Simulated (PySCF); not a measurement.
Species: CH5O2Si2 (doublet state).
Z-matrix (Å and degrees, GFN2-xTB geometry), rows numbered from 1:
```
O 
C   1  1.2359
Si  2  1.8367  1  125.01
O   3  1.6090  2  117.67  1  -178.49
Si  4  1.6310  3  175.83  2     4.05
H   2  1.1099  1  119.62  3   179.36
H   3  1.4445  2  133.49  1    -1.16
H   5  1.4594  4  106.31  2    36.75
H   5  1.4600  4  105.80  8  -120.27
H   5  1.4599  4  104.82  8   120.06
```

The hyperfine couplings belong to this conformer and change with its torsions.

As a line formula: `O=C[SiH]O[SiH3]` [radical].

Level of theory: PySCF 2.14.0, UKS B3LYP, pcH-1 on C H O Si, non-relativistic, mean-field spin-orbit, GIAO. One conformer (not necessarily the lowest) at the GFN2-xTB geometry, without solvent, vibrations or thermal averaging. Couplings are sensitive to structure, and on GFN2-xTB geometries they can be far from those on DFT ones, by a factor of two or more for some ions and for spin on atoms past the first row. Stability of the SCF solution: not tested.

Problem. Break the g tensor into its mass correction, gauge correction and orbital-Zeeman/spin–orbit terms.

Solution. 
```json
{"Δg (ppm)": "relativistic mass correction", "1": "-194", "2": "-194", "3": "-194"}
{"Δg (ppm)": "gauge correction", "1": "-12", "2": "37", "3": "43"}
{"Δg (ppm)": "orbital Zeeman/spin–orbit", "1": "-104", "2": "1237", "3": "3530"}
{"Δg (ppm)": "total", "1": "-309", "2": "1081", "3": "3380"}
```

So g = 2.00201, 2.00340, 2.00570 and g_iso = 2.00370; the tensor is rhombic: the two nearest values differ by 38 % of g3 − g1. Axes: g2 points within 4° of the Si3–H7 bond and g3 points within 14° of the O1–C2 bond.

Problem. At 9.535 GHz, how far is the centre of the isotropic spectrum from where a free electron (g = 2.002319) resonates?

Solution. B = hν/(g μB) with μB/h = 13.99624 MHz/mT gives 340.23 mT for the free electron and 340.00 mT at g_iso, 0.23 mT lower.

Problem. What are the electron Larmor frequencies g μB B/h along the three axes at 1200 mT?

Solution. 33.6247, 33.6481, 33.6867 GHz for g1, g2 and g3, a range of 62.0 MHz.

Problem. How much does each term add to the isotropic shift?

Solution. The orbital-Zeeman/spin–orbit term 1554, the mass correction -194 and the gauge correction 23 ppm, for a total of 1384 ppm. The orbital-Zeeman/spin–orbit term is the largest in size. The mass correction is the same along every axis, so the anisotropy comes from the other two: their spans along these axes are 55 (gauge) and 3633 ppm (orbital Zeeman/spin–orbit).

Problem. In a frozen sample, at which fields do the three g values resonate at 9.5, 34, 94 and 263 GHz (hyperfine left aside), and which band first spreads them over more than twice a line width of 0.5 mT?

Solution. 
| band | GHz | B(g3) mT | B(g2) mT | B(g1) mT | spread mT |
| --- | --- | --- | --- | --- | --- |
| X | 9.5 | 338.41 | 338.80 | 339.04 | 0.62 |
| Q | 34.0 | 1211.16 | 1212.55 | 1213.39 | 2.23 |
| W | 94.0 | 3348.50 | 3352.34 | 3354.67 | 6.17 |
| J | 263.0 | 9368.68 | 9379.43 | 9385.94 | 17.26 |

The spread grows in proportion to the frequency. Q band is the first where it exceeds 1.0 mT.

Largest spin populations (Mulliken): Si3 (+0.71) and O1 (+0.27). The angles at Si3 add up to 360.0°, so it is planar; its axial dipolar tensor and the negative coupling of its proton fit spin in a p orbital normal to that plane.

The HOMO–LUMO gaps are 4.46 eV among the α and 3.83 eV among the β orbitals.

On Intel Xeon Platinum 8259CL at 2.50 GHz, one thread, on a shared host, this took 40 s of wall time (with the writing of density and orbital grids) and 0.71 GiB of memory at its peak.
